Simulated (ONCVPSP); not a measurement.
## Which change was made? (Bi, ONCV)

bismuth, optimised norm-conserving Vanderbilt (ONCV), made with ONCVPSP 4.0.1 (PBE, scalar-relativistic). Core [Xe] 4f14, reference 5d10 6s1 6p4. Waves: 6s: rc 1.90 bohr, ncon 4, nbas 9, qcut 3 1/bohr, 1 projector; 6p: rc 2.55 bohr, ncon 4, nbas 8, qcut 3.3 1/bohr, 2 projectors, debl 0.8 Ha; 5d: rc 1.30 bohr, ncon 3, nbas 6, qcut 8.8 1/bohr, local. Local part: the d channel. Core correction: Teter function, fcfact 2.25, rcfact 1.2.

Cutoffs, loose and tight: the cutoffs (Ha) at which the residual kinetic energy of the hardest occupied pseudo-wave falls to 1 and 0.1 mHa per electron. They do not see the model core or the augmentation charge, which bear on the density cutoff. Test errors are all-electron minus pseudo excitation energies from the reference, over the configurations 5d10 6s2 6p3; 5d10 6s2 6p2; 5d10 6s2 6p1; 5d10 6s0 6p5; variants that change the core or the reference have their own tests.

The base gives: outcome: generated; cutoff, loose: 34 Ha; cutoff, tight: 63 Ha; bound ghosts: s; GHOST(+) flags above zero: p; largest test error (meV): -15.

(1) After one change the result is: outcome: generated; cutoff, loose: 30 Ha; cutoff, tight: 54 Ha; bound ghosts: s; GHOST(+) flags above zero: p; largest test error (meV): -21. Which change was it?
A. all radii but the core radius scaled by about 1.18 (s 2.24, p 3.02, d 1.54 bohr)
B. all radii but the core radius scaled by about 0.77 (s 1.46, p 1.96, d 1.00 bohr)
C. all radii but the core radius scaled by about 0.89 (s 1.68, p 2.26, d 1.16 bohr)
D. all radii but the core radius scaled by about 1.08 (s 2.06, p 2.76, d 1.40 bohr)
E. all radii but the core radius scaled by about 1.34 (s 2.54, p 3.40, d 1.74 bohr)

Results:

(1) D. The others give: all radii but the core radius scaled by about 0.89 (s 1.68, p 2.26, d 1.16 bohr) → outcome: generated; cutoff, loose: 26 Ha; cutoff, tight: 45 Ha; bound ghosts: s; GHOST(+) flags above zero: p; largest test error (meV): -17 | all radii but the core radius scaled by about 1.34 (s 2.54, p 3.40, d 1.74 bohr) → outcome: generated; cutoff, loose: 26 Ha; cutoff, tight: 33 Ha; bound ghosts: s; GHOST(+) flags above zero: p; largest test error (meV): -63 | all radii but the core radius scaled by about 1.18 (s 2.24, p 3.02, d 1.54 bohr) → outcome: generated; cutoff, loose: 27 Ha; cutoff, tight: 45 Ha; bound ghosts: s; GHOST(+) flags above zero: p; largest test error (meV): -34 | all radii but the core radius scaled by about 0.77 (s 1.46, p 1.96, d 1.00 bohr) → outcome: failed: optimize: ERROR ps0norm > uunorm, code will stop.
